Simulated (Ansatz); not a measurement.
CH7BFPSi (`BP[SiH](C)F`) at its PBE0-D4/def2-TZVP geometry, where that method's forces vanish. The species carries charge 0 and has multiplicity 1.

| atom | x (Å) | y (Å) | z (Å) |
| --- | --- | --- | --- |
| B1 | -0.074 | -2.005 | 1.261 |
| P2 | -0.709 | -1.508 | -0.399 |
| Si3 | 0.518 | 0.264 | -0.963 |
| C4 | 0.001 | 1.839 | -0.133 |
| F5 | 0.394 | 0.489 | -2.547 |
| H6 | 1.107 | -2.078 | 1.418 |
| H7 | -0.827 | -2.365 | 2.114 |
| H8 | -2.017 | -1.014 | -0.200 |
| H9 | 1.922 | -0.113 | -0.669 |
| H10 | 0.596 | 2.678 | -0.502 |
| H11 | 0.142 | 1.758 | 0.947 |
| H12 | -1.053 | 2.055 | -0.326 |

For each bond, give half the difference of the two atoms' forces along it (eV/Å; positive pushes the atoms apart) under PBE-D4, r2SCAN-D4, B3LYP-D4, ωB97M-V in def2-TZVPP. (An estimate is asked.)

Ansatz gave: 
| bond | length (Å) | PBE-D4 | r2SCAN-D4 | B3LYP-D4 | ωB97M-V |
| --- | --- | --- | --- | --- | --- |
| B1–P2 | 1.845 | -0.06 | 0.01 | 0.13 | 0.11 |
| B1–H6 | 1.194 | 0.07 | -0.03 | -0.11 | -0.11 |
| B1–H7 | 1.193 | 0.08 | -0.04 | -0.13 | -0.12 |
| P2–Si3 | 2.228 | -0.02 | 0.02 | 0.08 | 0.01 |
| P2–H8 | 1.412 | 0.18 | 0.01 | -0.07 | -0.12 |
| Si3–C4 | 1.854 | -0.05 | 0.00 | 0.07 | 0.00 |
| Si3–F5 | 1.604 | 0.51 | 0.03 | 0.17 | 0.18 |
| Si3–H9 | 1.483 | 0.02 | -0.04 | -0.15 | -0.18 |
| C4–H10 | 1.093 | 0.11 | 0.00 | -0.05 | -0.06 |
| C4–H11 | 1.093 | 0.09 | -0.02 | -0.05 | -0.03 |
| C4–H12 | 1.092 | 0.10 | 0.00 | -0.04 | -0.04 |

B3LYP here is the variant with VWN-RPA as its local correlation; programs differ in this.
